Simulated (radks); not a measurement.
Problem. Dy, 66 electrons, occupied as [Xe] 4f10 6s2. Method: scalar-relativistic Kohn-Sham, PBE, spin-unpolarised, spherical densities, finite nucleus; Fermi nuclear charge, rms radius 5.2218 fm; hard spherical wall at 15 bohr; computed with a radial shooting solver on a logarithmic mesh with Libxc functionals. Some entries of the table are withheld. Estimate them.

| orbital | occ. | eigenvalue (eV) | <1/r> (bohr^-1) |
|---|---|---|---|
| 1s | 2 | -53650.67 | (1) |
| 2s | 2 | -8934.445 | (2) |
| 2p | 6 | -7928.239 | 16.09 |
| 3s | 2 | -1988.731 | 6.376 |
| 3p | 6 | -1679.747 | 5.976 |
| 3d | 10 | -1282.239 | 5.668 |
| 4s | 2 | -393.3319 | 2.688 |
| 4p | 6 | -291.6042 | 2.465 |
| 4d | 10 | (3) | 2.173 |
| 5s | 2 | -48.9062 | 1.017 |
| 5p | 6 | -25.3503 | 0.8438 |
| 6s | 2 | -3.7447 | 0.3042 |
| 4f | 10 | -3.1105 | 1.552 |
| 5d | 0 | -1.1686 | 0.3976 |
| 6p | 0 | -1.1431 | 0.2130 |
| 7s | 0 | (4) | 0.1454 |

Solution. 
(1) 1s <1/r> (bohr^-1): 74.55
(2) 2s <1/r> (bohr^-1): 17.33
(3) 4d eigenvalue (eV): -153.0172
(4) 7s eigenvalue (eV): 0.3549
